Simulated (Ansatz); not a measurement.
Basis-set series for `C=C[CH2][Al]([F])[F]`. Charge 0, multiplicity 1. The geometry is a stationary point of PBE0-D4/def2-TZVP. It is one conformer, not always the lowest.

```tsv
functional	basis	functions	energy (Eh)	HOMO (eV)	LUMO (eV)
PBE0-D4	def2-SVP	113	-558.81333	-7.37	-0.88
PBE0-D4	def2-TZVPP	267	-559.28236	-7.39	-1.02
ωB97M-V	def2-SVP	113	-559.12912	-9.49	1.11
ωB97M-V	def2-TZVPP	267	-559.60910	-9.51	0.87
```

(1) Give the rows for def2-QZVPP. (Estimate.)

## Answers

(1) Ansatz gave: 
| functional | basis | functions | energy (Eh) | HOMO (eV) | LUMO (eV) |
| --- | --- | --- | --- | --- | --- |
| PBE0-D4 | def2-QZVPP | 505 | -559.30868 | -7.40 | -1.09 |
| ωB97M-V | def2-QZVPP | 505 | -559.63376 | -9.53 | 0.62 |

Positive LUMOs are unbound and depend on the basis.
